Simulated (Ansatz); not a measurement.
`O[SiH2][SiH](S)Cl` and `O[SiH2][SiH](O)S` differ in one atom or group.

Ansatz, PBE0-D4/def2-TZVP geometries, multiplicity 1. Each molecule was computed in one conformer, which needn't be the lowest.

```csv
property,`O[SiH2][SiH](S)Cl`
HOMO energy (ωB97M-V/def2-TZVPP) / eV,-9.68
size of the dipole moment (B3LYP/def2-TZVPP) / D,0.86
HOMO–LUMO gap (PBE0/def2-TZVPP) / eV,6.63
size of the dipole moment (ωB97M-V/def2-TZVPP) / D,0.88
size of the dipole moment (PBE/def2-TZVPP) / D,0.84
HOMO energy (PBE0/def2-TZVPP) / eV,-7.62
```

Q: Give the same properties after the change, and the shifts. (An estimate is asked.)

A: Computed: 
| property | `O[SiH2][SiH](O)S` | shift |
| --- | --- | --- |
| HOMO energy (ωB97M-V/def2-TZVPP) / eV | -9.51 | 0.17 |
| size of the dipole moment (B3LYP/def2-TZVPP) / D | 1.75 | 0.89 |
| HOMO–LUMO gap (PBE0/def2-TZVPP) / eV | 6.69 | 0.06 |
| size of the dipole moment (ωB97M-V/def2-TZVPP) / D | 1.78 | 0.90 |
| size of the dipole moment (PBE/def2-TZVPP) / D | 1.74 | 0.90 |
| HOMO energy (PBE0/def2-TZVPP) / eV | -7.42 | 0.20 |

With PBE0 the HOMO rises by 0.20 eV and the LUMO rises by 0.26 eV, so the gap widens by about 0.06 eV. PBE moves the HOMO by 0.21 eV and ωB97M-V by 0.17 eV. Dipoles are sizes alone; their direction can turn.

B3LYP here is the variant with VWN-RPA as its local correlation; programs differ in this.
